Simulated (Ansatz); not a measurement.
A structure relaxed at PBE-D4/def2-SVP in Ansatz, charge 0, singlet:

Cartesian coordinates in Å:
```
V 1.3713 1.3959 -0.3632
V -0.7015 -0.3426 -0.2186
O 0.9721 -0.3417 0.2484
O 2.0658 1.3907 -1.7807
O 2.2406 2.5156 0.7260
O -0.6193 1.1829 -0.8295
O -0.6955 -2.1563 1.1688
O -1.2992 -1.4216 -1.4675
O 0.9174 2.9630 0.5025
H -1.4819 -1.0993 -2.3726
H -1.2143 -1.9589 1.9727
H -1.7933 0.0308 0.9457
H 0.2375 -2.1585 1.4678
```

(1) Give its formula.

(2) Summarise the bond lengths by kind (pairs closer than 1.2 times the sum of covalent radii, bridged metal pairs left out).

## Answers

(1) V2O7H4.

(2) 9 × O–V 1.58 to 2.28 Å; 1 × O–O 1.41 Å; 3 × H–O 0.98 Å; 1 × H–V 1.64 Å.

The structure holds one bond between oxygen atoms, so isomers without such links may lie far lower. The restricted singlet is unstable towards broken spin symmetry in Hartree–Fock (as tested in another run); at PBE-D4/def2-SVP this wasn't settled. The relaxation made no stability test and no search for a lower SCF solution. The structure comes from a short search, and lower isomers may exist.
